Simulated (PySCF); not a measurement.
# Optical rotation: `C[C@@H]1CC[Si@](N)(F)C1`, C5H12FNSi

Geometry (Å), atoms numbered from 1 in this order:
```xyz
20

C     2.3928   -0.7828   -0.3151
C     0.9701   -0.2523   -0.4445
C     0.8332    1.1683    0.1157
C    -0.6464    1.5701    0.0876
Si   -1.5659   -0.0365    0.5342
N    -2.9808   -0.5496   -0.2933
F    -2.0632    0.0027    2.0791
C    -0.0465   -1.1418    0.2851
H     2.4600   -1.7928   -0.7140
H     2.6960   -0.8063    0.7300
H     3.0914   -0.1512   -0.8606
H     0.7020   -0.2247   -1.5076
H     1.1860    1.1715    1.1495
H     1.4496    1.8689   -0.4510
H    -0.9109    1.9121   -0.9138
H    -0.8321    2.4028    0.7631
H    -3.8749   -0.2695    0.0733
H    -3.0006   -0.5848   -1.2976
H     0.3649   -1.4372    1.2510
H    -0.2299   -2.0562   -0.2742
```

Computed, not measured: TDDFT B3LYP/def2-SVPD circular dichroism and optical rotation, one conformer, gas phase (PySCF 2.14.0). Geometry: GFN2-xTB.

The molecule is flexible and this is one conformer; a measurement averages over conformers. States above about 7.0 eV (minus the energy of the highest occupied orbital) lie near or above the ionisation threshold and depend on the basis.

Stereocentres: C2 R, Si5 S.

Q: Give the optical rotatory dispersion at 633, 589.3, 546, 436, 405, 365, 355 nm.

A: [α] in deg dm⁻¹ (g/mL)⁻¹:
| λ (nm) | origin-invariant length gauge | modified velocity gauge | length gauge (centre of mass) | isotropic polarisability (au) |
| --- | --- | --- | --- | --- |
| 633 | -4.2 | -11.7 | -4.6 | 91.2 |
| 589.3 | -4.9 | -13.6 | -5.3 | 91.5 |
| 546 | -5.7 | -15.9 | -6.2 | 91.9 |
| 436 | -9.2 | -25.3 | -9.9 | 93.5 |
| 405 | -10.8 | -29.6 | -11.6 | 94.2 |
| 365 | -13.7 | -36.9 | -14.7 | 95.5 |
| 355 | -14.7 | -39.2 | -15.8 | 95.8 |

Q: And for the mirror image at 589.3 nm?

A: +4.9 deg dm⁻¹ (g/mL)⁻¹ (origin-invariant length gauge): the same size and the opposite sign.

Q: What is the molar rotation [Φ] = [α]·M/100 of the geometry above at 589.3 nm?

A: With M = 133.24 g/mol, -6.5 deg cm² dmol⁻¹ (origin-invariant length gauge).

The first excitation lies at 6.18 eV (201 nm) with R = -11.5 × 10⁻⁴⁰ esu² cm² (velocity form).
